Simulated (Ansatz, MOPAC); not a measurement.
Species: C4H2BrSe, net charge 0, doublet state. SMILES: Brc1c[c][se]c1

Atoms: Br1, C2, C3, C4, Se5, C6, H7, H8. Bonds: Br1-C2, C2-C3, C2-C6, C3-C4, C3-H7, C4-Se5, Se5-C6, C6-H8.

Bond lengths (Å) and angles (degrees) optimised at PM3 with MOPAC; PM6 with MOPAC; B3LYP/LANL2DZ with Ansatz (a quantum-chemistry and plane-wave program); B3LYP/6-31G* with LANL2DZ past Ar with Ansatz, each started from the B3LYP-D3(BJ)/def2-TZVP structure (Ansatz) of the last column. A row stands for all coordinates that are equal there; 11 of 19 kinds are shown. 6-31G* holds six Cartesian d functions. No wavenumbers were computed at B3LYP/LANL2DZ, so these may be saddle points.

| coordinate | PM3 | PM6 | B3LYP/LANL2DZ | B3LYP/6-31G* with LANL2DZ past Ar | B3LYP-D3(BJ)/def2-TZVP |
|---|---|---|---|---|---|
| Br1-C2 | 1.855 | 1.896 | 1.959 | 1.963 | 1.901 |
| C2-C3 | 1.432 | 1.464 | 1.459 | 1.447 | 1.441 |
| C2-C6 | 1.349 | 1.355 | 1.371 | 1.353 | 1.353 |
| C3-C4 | 1.345 | 1.330 | 1.365 | 1.346 | 1.342 |
| C3-H7 | 1.091 | 1.080 | 1.084 | 1.083 | 1.079 |
| C4-Se5 | 1.859 | 1.840 | 1.912 | 1.899 | 1.857 |
| Se5-C6 | 1.913 | 1.913 | 1.935 | 1.929 | 1.888 |
| C6-H8 | 1.084 | 1.079 | 1.081 | 1.080 | 1.077 |
| Br1-C2-C3 | 118.8 | 119.4 | 120.4 | 120.2 | 120.6 |
| Br1-C2-C6 | 122.1 | 123.4 | 122.2 | 121.6 | 122.1 |
| C3-C2-C6 | 119.2 | 117.2 | 117.4 | 118.2 | 117.2 |

Mean signed difference of all 8 bond lengths from B3LYP-D3(BJ)/def2-TZVP: PM3 -0.001 Å, PM6 0.002 Å, B3LYP/LANL2DZ 0.028 Å, B3LYP/6-31G* with LANL2DZ past Ar 0.020 Å.
